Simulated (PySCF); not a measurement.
Bonding in (SiH3)2PPF2

Compound: (SiH3)2PPF2, F2H6P2Si2.
Atom-mapped SMILES: `[F:1][P:2]([F:3])[P:4]([SiH3:5])[SiH3:6]` (hydrogens: H7, H8, H9 on Si5; H10, H11, H12 on Si6)

Geometry (PBE0-D3(BJ)/def2-TZVP, Å), atoms numbered from 1 in this order:
```
atom  x, y, z in Å
F1    -0.9727    2.8587   -0.4479
P2     0.1121    1.7909   -0.9159
F3     1.4168    2.6610   -0.6418
P4     0.1583    0.5759    0.9464
Si5    1.5887   -0.9425    0.0849
Si6   -1.6905   -0.5896    0.3854
H7     1.3743   -1.1418   -1.3745
H8     1.3612   -2.2233    0.8003
H9     2.9770   -0.4725    0.3157
H10   -1.6104   -1.9063    1.0660
H11   -1.7917   -0.7946   -1.0857
H12   -2.8829    0.1556    0.8585
```

Bond orders from the PBE0/pcSseg-2 density (PySCF). Geometry: PBE0-D3(BJ)/def2-TZVP, one conformer, isolated molecule.

Problem. How far do the computed orders between heavy atoms stray from the drawn ones?

Solution. The largest departure is 0.116, at F1–P2 (drawn single, 0.884) and P2–F3 (drawn single, 0.886).

Problem. Set the Mayer orders of the bonds between heavy atoms beside their lengths.

Solution. 
```csv
bond,drawn as,length (Å),Mayer order
F1–P2,single,1.592,0.884
P2–F3,single,1.592,0.886
P2–P4,single,2.224,0.979
P4–Si5,single,2.257,0.906
P4–Si6,single,2.256,0.905
```

Problem. And the bonds to hydrogen?

Solution. H–Si: 0.91 to 0.94 (6 bonds).

Problem. Sum the orders of all bonds at each heavy atom with more than one neighbour and set the sums beside the valence in the SMILES.

Solution. P2 2.749 (drawn 3), P4 2.790 (drawn 3), Si5 3.685 (drawn 4), Si6 3.684 (drawn 4). Orders between atoms that aren't bonded are not in these sums.

For a closed shell the Mayer order of atoms A and B is Σ (PS)μν (PS)νμ over the basis functions μ on A and ν on B, with P the density and S the overlap matrix.

These values come from a run that also computed NMR shieldings. The run took 71 s wall, 2.7 min CPU on AMD EPYC, 2 threads, shared host, and the process peaked at 2.3 GiB of memory.
